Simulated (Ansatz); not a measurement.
Species: CH₄Al, net charge 1, singlet state. It need not be the lowest isomer of its formula. 
Structure (B3LYP-D3(BJ)/def2-TZVP (Ansatz, a first-principles code) minimum search):
SMILES: [CH3][AlH+]
```xyz
6

Al    -0.3948    -0.5491    -0.2673
C      0.6401     0.8904     0.4334
H      0.4530     0.9983     1.5051
H      0.3717     1.8232    -0.0694
H      1.7046     0.6964     0.2768
H     -1.2381    -1.7221    -0.8383
```
Charge +1, spin multiplicity 1.

Basis-set convergence of Hartree-Fock and CCSD correlation energies (hartree) with Ansatz. Correlated levels leave the core frozen unless marked. Spin-orbit coupling is left out. Non-relativistic.

| basis | functions | E(HF) | E(corr, CCSD) |
|---|---|---|---|
| def2-SVPD | 76 | -281.74030 | -0.23084 |
| def2-TZVPPD | 153 | -281.86655 | -0.26321 |
| def2-QZVPPD | 271 | -281.87494 | -0.27460 |

Extrapolating the two largest sets (X = 3 and 4) as X^-3: E(corr) = (64·(-0.27460) - 27·(-0.26321))/37 = -0.2829 Eh, an estimate of the basis-set limit. The largest set recovers 97.1 % of it, the smallest 81.6 %.
